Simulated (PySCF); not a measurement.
PySCF input for GeCl2, SMILES [Cl][Ge][Cl] (connectivity only; charge and spin as stated), neutral, multiplicity 1, PBE/pcSseg-2. Geometry optimised at PBE0-D3(BJ)/def2-TZVP. The isomer is the one that the SMILES or the coordinates give; other isomers of the formula were not compared.

```python
import numpy as np
from pyscf import gto, scf, dft
from pyscf.prop.nmr import rks as nmr

mol = gto.M(
    atom='''
    Ge    0.00000000    0.00000000    0.72231599
    Cl    0.00000000   -1.67132113   -0.67982681
    Cl    0.00000000    1.67132113   -0.67982681
    ''',
    basis='pcSseg-2',
    charge=0,
    spin=0,
    max_memory=1600,
    verbose=3,
)
mf = dft.RKS(mol, xc='pbe')
mf.grids.level = 3
mf.conv_tol = 1e-10
mf.max_cycle = 100
mf.kernel()
n = nmr.NMR(mf)
n.verbose = 2
n.max_cycle_cphf = 60
sigma = n.kernel()
print('atom   isotropic/ppm   span/ppm')
for i, s in enumerate(sigma):
    w = np.linalg.eigvalsh((s + s.T) / 2)
    print(f'{mol.atom_symbol(i):2s}{i + 1:3d} {w.mean():14.3f} {w[2] - w[0]:11.3f}')
```

It prints:

```
converged SCF energy = -2996.90442983096
atom   isotropic/ppm   span/ppm
Ge  1        720.894     981.271
Cl  2        344.476    1008.031
Cl  3        344.476    1008.031
```

Self-consistency was reached.
